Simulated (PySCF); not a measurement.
# MSr cations for M along group 15

PBE0 with double-zeta basis sets in PySCF, for the lowest determinant that a PBE0 search found; no spin–orbit coupling. De refers to high-spin ground-configuration atoms (the charge goes to the atom of lower measured ionisation energy or higher electron affinity, which is not always the lowest computed limit). A positive dipole points towards Sr; it is taken about the centre of mass and depends on that origin.

| M | basis | charged atom | state (unpaired electrons) | Re (Å) | ωe (cm⁻¹) | De (eV) | μ (D) |
| --- | --- | --- | --- | --- | --- | --- | --- |
| N | def2-SVPD | Sr+ | triplet (π ↑↑) | 2.324 | 465 | 1.47 | 6.85 |
| As | def2-SVP | Sr+ | triplet (π ↑↑) | 2.926 | 189 | 1.40 | 9.95 |
| Sb | def2-SVP | Sr+ | triplet (π ↑↑) | 3.133 | 153 | 1.30 | 11.15 |
| Bi | def2-SVP | Sr+ | triplet (π ↑↑) | 3.211 | 132 | n/a | 12.40 |

The shortest bond is that of SrN⁺ (2.324 Å), the longest that of SrBi⁺ (3.211 Å).

The rows differ in basis set, which adds steps of its own.

Down a group the atoms grow and get heavier, so bonds lengthen and wavenumbers fall; this series shows no clear exception.

Spin–orbit coupling is left out, which matters for elements this heavy, above all for dissociation energies. For an ion De counts to the pair picked by the measured ionisation energies or electron affinities, which need not be the lowest pair at this level. States were picked by a PBE0 search and need not be the measured ground states.
